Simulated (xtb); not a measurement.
Input file for xtb: GFN1-xTB on BC+, 2S+1 = 3, a spin state set in the input, which need not be the lowest, a point of a bond scan (R = 1.515 Å). Charge +1.

```
$ xtb mol.xyz --gfn 1 --sp --chrg 1 --uhf 2
2

B      0.00000000     0.00000000     0.00000000
C      0.00000000     0.00000000     1.51500000
```

It printed:

```
[...]
           -------------------------------------------------
          |                Calculation Setup                |
           -------------------------------------------------



           -------------------------------------------------
          |                 G F N 1 - x T B                 |
           -------------------------------------------------

        Reference                      10.1021/acs.jctc.7b00118
      * Hamiltonian:
        H0-scaling (s, p, d)           1.850000    2.250000    2.000000
        zeta-weighting                 0.000000
      * Dispersion:
        s8                             2.400000
        a1                             0.630000
        a2                             5.000000
        s9                             0.000000
      * Repulsion:
        kExp                           1.500000
        rExp                           1.000000
      * Coulomb:
        alpha                          2.000000
        third order                    atomic
        anisotropic                    false
      * Halogen bond correction:
        rad-scale                      1.300000
        damping                        0.440000


          ...................................................
          :                      SETUP                      :
          :.................................................:
          :  # basis functions                   8          :
          :  # atomic orbitals                   8          :
          :  # shells                            4          :
          :  # electrons                         6          :
          :  # halogen bonds                     0          :
          :  max. iterations                   250          :
          :  Hamiltonian                  GFN1-xTB          :
          :  restarted?                      false          :
          :  GBSA solvation                  false          :
          :  PC potential                    false          :
          :  electronic temp.          300.0000000     K    :
          :  accuracy                    1.0000000          :
          :  -> integral cutoff          0.2500000E+02      :
          :  -> integral neglect         0.1000000E-07      :
          :  -> SCF convergence          0.1000000E-05 Eh   :
          :  -> wf. convergence          0.2000000E-04 e    :
          :  Broyden damping             0.4000000          :
          :  net charge                          1          :
          :  unpaired electrons                  2          :
          ...................................................

 iter      E             dE          RMSdq      gap      omega  full diag
   1     -2.6714793 -0.267148E+01  0.340E+00    1.19       0.0  T
   2     -2.6402744  0.312048E-01  0.341E+00    0.98       1.0  T
   3     -2.6613010 -0.210265E-01  0.271E+00    1.25       1.0  T
   4     -2.6780163 -0.167153E-01  0.205E-01    1.11       1.0  T
   5     -2.6780985 -0.822815E-04  0.486E-02    1.10       1.5  T
   6     -2.6781042 -0.562704E-05  0.984E-03    1.10       7.2  T
   7     -2.6781043 -0.778609E-07  0.117E-04    1.10     606.8  T
   8     -2.6781043 -0.284746E-10  0.438E-08    1.10  100000.0  T

   *** convergence criteria satisfied after 8 iterations ***

         #    Occupation            Energy/Eh            Energy/eV
      -------------------------------------------------------------
         1        2.0000           -0.9273815             -25.2353
         2        2.0000           -0.8147365             -22.1701
         3        1.0000           -0.7534346             -20.5020
         4        1.0000           -0.7534346             -20.5020 (HOMO)
         5                         -0.7130580             -19.4033 (LUMO)
         6                         -0.5810394             -15.8109
         7                         -0.5810394             -15.8109
         8                         -0.0380822              -1.0363
      -------------------------------------------------------------
                  HL-Gap            0.0403765 Eh            1.0987 eV
             Fermi-level           -0.7586665 Eh          -20.6444 eV

 transition dipole moment (au) for excitation:           3           4
     X       Y       Z
  -0.0000   0.0000  -0.0000  total (au/Debye):    0.000   0.000
 dE (eV)             :    0.000
 oscillator strength :  0.00000E+00

 SCC (total)                   0 d,  0 h,  0 min,  0.003 sec
 SCC setup                      ...        0 min,  0.000 sec (  4.022%)
 Dispersion                     ...        0 min,  0.000 sec (  1.811%)
 classical contributions        ...        0 min,  0.000 sec (  1.191%)
 integral evaluation            ...        0 min,  0.000 sec ( 10.503%)
 iterations                     ...        0 min,  0.001 sec ( 48.049%)
 molecular gradient             ...        0 min,  0.000 sec ( 10.584%)
 printout                       ...        0 min,  0.001 sec ( 23.228%)

         :::::::::::::::::::::::::::::::::::::::::::::::::::::
         ::                     SUMMARY                     ::
         :::::::::::::::::::::::::::::::::::::::::::::::::::::
         :: total energy              -2.656108978133 Eh    ::
         :: gradient norm              0.139814502759 Eh/a0 ::
         :: HOMO-LUMO gap              1.098701385095 eV    ::
         ::.................................................::
         :: SCC energy                -2.678104250564 Eh    ::
         :: -> electrostatic           0.174842423012 Eh    ::
         :: repulsion energy           0.022271517519 Eh    ::
         :: dispersion energy         -0.000276245088 Eh    ::
         :: halogen bond corr.         0.000000000000 Eh    ::
         :: add. restraining           0.000000000000 Eh    ::
         :: total charge               1.000000000588 e     ::
         :::::::::::::::::::::::::::::::::::::::::::::::::::::

           -------------------------------------------------
          |                Property Printout                |
           -------------------------------------------------

    * Orbital Energies and Occupations

         #    Occupation            Energy/Eh            Energy/eV
      -------------------------------------------------------------
         1        2.0000           -0.9273815             -25.2353
         2        2.0000           -0.8147365             -22.1701
         3        1.0000           -0.7534346             -20.5020
         4        1.0000           -0.7534346             -20.5020 (HOMO)
         5                         -0.7130580             -19.4033 (LUMO)
         6                         -0.5810394             -15.8109
         7                         -0.5810394             -15.8109
         8                         -0.0380822              -1.0363
      -------------------------------------------------------------
                  HL-Gap            0.0403765 Eh            1.0987 eV
             Fermi-level           -0.7586665 Eh          -20.6444 eV

  Mulliken/CM5 charges         n(s)   n(p)   n(d)
     1B     0.65660  0.58629   1.359  0.984  0.000
     2C     0.34340  0.41371   1.622  2.035  0.000

Wiberg/Mayer (AO) data.
largest (>0.10) Wiberg bond orders for each atom

 ---------------------------------------------------------------------------
     #   Z sym  total        # sym  WBO       # sym  WBO       # sym  WBO
 ---------------------------------------------------------------------------
     1   5 B    2.310 --     2 C    2.310
     2   6 C    2.310 --     1 B    2.310
 ---------------------------------------------------------------------------

Topologies differ in total number of bonds
Writing topology from bond orders to xtbtopo.mol

 dipole moment from electron density (au)
Note: The following floating-point exceptions are signalling: IEEE_DENORMAL
normal termination of xtb
     X       Y       Z
  -0.0000  -0.0000   0.5541  total (Debye):    1.409


           -------------------------------------------------
          | TOTAL ENERGY               -2.656108978133 Eh   |
          | GRADIENT NORM               0.139814502759 Eh/α |
          | HOMO-LUMO GAP               1.098701385095 eV   |
           -------------------------------------------------

------------------------------------------------------------------------
------------------------------------------------------------------------
 total:
 SCF:
```

The run finished.

Cost: around 0.06 core-seconds (rough).
